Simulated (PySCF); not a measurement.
These are PBE-D3(BJ)/def2-TZVP // PBE-D3(BJ)/def2-SVP run with PySCF values and carry that method's errors. All species are isolated molecules in the gas phase. One relaxed conformer stands for a flexible species; it need not be the lowest. 

Reference species: [Cd(NH2)(Cl)] (neutral, multiplicity 1).

```
Quantity                                 Result
-------------------------------------  --------
charge on the central atom (Mulliken)    0.68 e
HOMO                                   -6.21 eV
LUMO                                   -2.35 eV
```

Changed species: [Cd(NH2)(Br)] (Y = Br; the reference has Y = Cl).

Question: Predict the effect on the charge on the central atom (Mulliken), HOMO and LUMO.

Answer: the charge on the central atom (Mulliken) falls by 0.03 e, to 0.65 e; the HOMO rises by 0.06 eV, to -6.15 eV; the LUMO decreases by 0.04 eV, to -2.39 eV.
